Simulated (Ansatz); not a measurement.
Relaxation of SbSbSbSb tetrahedron (Sb4) with RKS r2SCAN-D4/def2-SVP.

```sh
$ ansatz run in.yaml --threads 4 --pin off --events-out ev --progress --plain --max-ram 3916MiB
```

```yaml
crystal:
  periodic: [false, false, false]
  atoms:
    - {symbol: Sb, position_ang: [-1.441750, 0.589280, -0.691760]}
    - {symbol: Sb, position_ang: [-0.375800, -1.074640, 1.268430]}
    - {symbol: Sb, position_ang: [0.911180, 1.303750, 0.611470]}
    - {symbol: Sb, position_ang: [0.906360, -0.818390, -1.188140]}
basis:
  gaussian: {orbitals: def2-SVP}
hamiltonian: {xc: r2scan, dispersion: d4}
scf: {omitted_lower_state_checks: [starts]}
output: {orbitals: {seedname: orbitals}}
relax: {f_tol: 0.02, max_steps: 100}
```

It took 17 s on 4 threads of Arm Neoverse V1 on a shared host.

Positions (Å) and forces (eV/Å) at steps 1, 2, 3, 4 of 4:

```xyz
4
step=1 energy=-26164.5554 eV
Sb   -1.442    0.589   -0.692   -0.887    0.362   -0.420
Sb   -0.376   -1.075    1.268   -0.233   -0.657    0.776
Sb    0.911    1.304    0.611    0.558    0.803    0.377
Sb    0.906   -0.818   -1.188    0.561   -0.508   -0.733
4
step=2 energy=-26164.3958 eV rejected
Sb   -1.532    0.626   -0.734    1.294   -0.528    0.615
Sb   -0.400   -1.142    1.347    0.339    0.961   -1.133
Sb    0.968    1.386    0.650   -0.816   -1.171   -0.550
Sb    0.964   -0.871   -1.263   -0.817    0.739    1.068
4
step=3 energy=-26164.6268 eV
Sb   -1.468    0.600   -0.704   -0.119    0.049   -0.057
Sb   -0.383   -1.094    1.291   -0.031   -0.088    0.105
Sb    0.928    1.327    0.622    0.075    0.108    0.051
Sb    0.923   -0.833   -1.210    0.075   -0.068   -0.099
4
step=4 energy=-26164.6282 eV
Sb   -1.472    0.602   -0.706   -0.002    0.001   -0.001
Sb   -0.384   -1.097    1.295   -0.001   -0.002    0.002
Sb    0.930    1.331    0.624    0.002    0.002    0.001
Sb    0.926   -0.836   -1.213    0.002   -0.001   -0.002
```

In the def2 sets Sb takes a core potential; there is no spin–orbit coupling.
